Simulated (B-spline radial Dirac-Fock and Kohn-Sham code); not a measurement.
Ce²⁺ 5p3/2: cross section and angular parameters

System: cerium as Ce²⁺ in the configuration [Xe] 4f2; threshold 36.55 eV (orbital energy of the model). Model: Dirac-Hartree-Slater photoionisation with a Latter tail; cross sections with all multipoles, angular parameters from the dipole term and its interference with E2. Program: a radial finite-basis atomic code.

```
hν (eV)  σ (kb)       β       γ       δ
     60     533   0.589   0.305  -0.034
   72.7     350   0.110   0.233  -0.026
   88.8     249  -0.174   0.087  -0.008
   89.6     245  -0.178   0.080  -0.007
    100     212  -0.180   0.008   0.004
    104     202  -0.158  -0.013   0.008
    112     186  -0.093  -0.042   0.014
    138     148   0.181  -0.058   0.027
    197    99.0   0.646   0.045   0.029
    200    97.3   0.664   0.052   0.029
    213    91.0   0.738   0.074   0.028
    300    63.7   1.099   0.181   0.019
    349    53.5   1.221   0.211   0.015
    390    46.6   1.299   0.222   0.012
    400    45.1   1.315   0.224   0.011
    470    36.6   1.412   0.221   0.007
    909    14.0   1.656   0.074   0.000
 1253.6    8.17   1.711  -0.006   0.000
   1430    6.47   1.725  -0.025   0.001
   1460    6.23   1.727  -0.027   0.001
   2080    3.19   1.738  -0.013   0.002
   3380    1.17   1.707   0.183   0.006
   4110   0.763   1.681   0.322   0.009
   4780   0.540   1.656   0.452   0.012
   5970   0.319   1.611   0.672   0.019
  10100  0.0836   1.468   1.296   0.047
  11100  0.0649   1.437   1.418   0.055
  11400  0.0603   1.428   1.453   0.058
  12000       ?       ?       ?       ?
  15000  0.0281   1.327   1.809   0.089
```

Question: Give the values at 12000 eV.

Answer: σ = 0.0524 kb, β = 1.410, γ = 1.519, δ = 0.063.

Values without a named source are computed, but for edge energies of neutral atoms, which are taken from tables.
